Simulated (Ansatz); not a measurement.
`O[SiH]([SiH3])Cl` and `O[SiH]([SiH3])[TeH]` differ in one atom or group.

Ansatz, PBE0-D4/def2-TZVP geometries, multiplicity 1. Each molecule was computed in one conformer, which needn't be the lowest.

Elements past krypton have def2 core potentials.

```csv
property,`O[SiH]([SiH3])Cl`
size of the dipole moment (ωB97M-V/def2-TZVPP) / D,1.31
LUMO energy (PBE0/def2-TZVPP) / eV,-0.35
zero-point energy (PBE0-D4/def2-TZVP) / kJ/mol,130.2
LUMO energy (B3LYP/def2-TZVPP) / eV,-0.56
LUMO energy (ωB97M-V/def2-TZVPP) / eV,1.35
HOMO–LUMO gap (B3LYP/def2-TZVPP) / eV,7.38
```

Question: Give the same properties after the change, and the shifts. (Best estimate.)

Answer: The calculation gave: 
| property | `O[SiH]([SiH3])[TeH]` | shift |
| --- | --- | --- |
| size of the dipole moment (ωB97M-V/def2-TZVPP) / D | 1.07 | -0.24 |
| LUMO energy (PBE0/def2-TZVPP) / eV | -0.80 | -0.45 |
| zero-point energy (PBE0-D4/def2-TZVP) / kJ/mol | 144.5 | 14.3 |
| LUMO energy (B3LYP/def2-TZVPP) / eV | -1.00 | -0.44 |
| LUMO energy (ωB97M-V/def2-TZVPP) / eV | 0.96 | -0.39 |
| HOMO–LUMO gap (B3LYP/def2-TZVPP) / eV | 5.45 | -1.93 |

With PBE0 the HOMO rises by 1.46 eV and the LUMO falls by 0.45 eV, so the gap narrows by about 1.91 eV. PBE moves the HOMO by 1.27 eV and ωB97M-V by 1.47 eV. The zero-point energy changes by 14.3 kJ/mol with +3 modes. Dipoles are sizes alone; their direction can turn.

B3LYP here is the variant with VWN-RPA as its local correlation; programs differ in this.

Spin–orbit coupling is left out; it splits and shifts lone-pair levels of the heavy atoms by tenths of an eV.
